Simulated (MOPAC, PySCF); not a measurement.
C4H9F, SMILES `CCCCF` (C–C–C–C torsion 179°, C–C–C–F torsion -64°), neutral singlet in the gas phase. 

Cartesian coordinates (Å):
SMILES: CCCCF
```xyz
14

C     -1.9529    -0.1326    -0.1802
C     -0.4964    -0.5848    -0.1450
C      0.4848     0.5827    -0.2212
C      1.9356     0.1627    -0.1663
F      2.2217    -0.4371     1.0677
H     -2.6347    -0.9830    -0.1273
H     -2.1750     0.4158    -1.0991
H     -2.1791     0.5274     0.6607
H     -0.3060    -1.1503     0.7699
H     -0.3028    -1.2698    -0.9772
H      0.2926     1.2881     0.5932
H      0.3349     1.1361    -1.1554
H      2.1706    -0.5733    -0.9402
H      2.6067     1.0181    -0.2696
```
Charge 0, spin multiplicity 1.

All levels are single points at this geometry (B3LYP-D3(BJ)/def2-TZVP); Pople sets use spherical d functions. Orbital energies aren't observables, and empty levels follow the basis.

AM1 in MOPAC gives HOMO (eV) = -11.56.

### Question
Estimate the HOMO (eV) from each of these levels: B3LYP-D3(BJ)/def2-TZVP in PySCF; B3LYP/6-31G* in PySCF; PBE/6-31G* in PySCF; SVWN5/6-31G* in PySCF; PM7 in MOPAC.

### Answer

| level | HOMO (eV) |
|---|---|
| B3LYP-D3(BJ)/def2-TZVP in PySCF | -8.88 |
| B3LYP/6-31G* in PySCF | -8.53 |
| PBE/6-31G* in PySCF | -7.04 |
| SVWN5/6-31G* in PySCF | -7.12 |
| PM7 in MOPAC | -11.55 |
